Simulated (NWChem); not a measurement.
System: CH₃FSi, singlet; SMILES C[Si]F

The following NWChem deck was run.

```
start job
memory heap 200 mb stack 900 mb global 1100 mb
geometry units angstroms noautoz
  Si     0.662636     0.145361     0.000000
  F     -0.534676     1.272381     0.000000
  C     -0.434259    -1.400187     0.000000
  H      0.142849    -2.337684     0.000000
  H     -1.096547    -1.389037    -0.884974
  H     -1.096547    -1.389037     0.884974
end
basis spherical
  * library def2-tzvp
end
dft
  xc becke88 lyp
  iterations 150
  mulliken
end
task dft energy
```

Low-valent species are run as closed-shell singlets; no triplet was tried in these runs. Coordinates come from a PBE0/def2-SVP optimisation.

Task: Predict the main results of this run. (BLYP/def2-TZVP.) Quantities: energy (Ha); highest occupied level (eV); orbital gap (eV); dipole (D).

Result: The energy (Ha) is -429.31, the highest occupied level (eV) is -5.45 and the orbital gap (eV) is 2.55. The dipole (D) is 1.51.
